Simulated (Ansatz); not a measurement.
System: C$_{2}$O$_{2}$Ru (charge 0, triplet). The spin state was set by rule; other spins were not relaxed. SMILES: [O+]#[C-]->[Ru]<-[C-]#[O+]
Coordinates optimised at B3LYP-D3(BJ)/def2-TZVP (Ansatz, a first-principles code):
```
Ru
C 1 1.8792
O 2 1.1496 1 170.52
C 1 1.8792 2 102.62 3 0.00
O 4 1.1496 1 170.52 2 0.00
```
Charge 0, spin multiplicity 3.

Property: atomisation energy (electronic, to ground-state atoms), in kJ/mol. Valence correlation only, unless marked. Open shells are spin-unrestricted. Spin-orbit coupling is left out. The frozen core is the preceding noble-gas configuration, with the filled d and f shells of earlier blocks. In def2 rows, elements after Kr have scalar-relativistic effective core potentials. The coupled-cluster limit lacks core correlation, which all-electron functionals hold. CBS marks a two-point X^-3 extrapolation of the correlation energy; Hartree-Fock from the larger set. [CCSD(T)-MP2]/basis is that difference in the basis named.

```tsv
level	program	atomisation energy (kJ/mol)
revPBE/def2-TZVPD	Ansatz	2600.7
CAM-B3LYP/def2-TZVPD	Ansatz	2489.5
wB97M-V/def2-TZVPD	Ansatz	2511.7
RPA@PBE/def2-TZVPP	Ansatz	2285.3
SCS-MP2/def2-SVP	Ansatz	2433.3
CCSD(T)/def2-TZVPP	Ansatz	2430.5
RI-MP2/CBS(def2-TZVPP,def2-QZVPP)+[CCSD(T)-MP2]/def2-TZVPP	Ansatz	2509.1
```
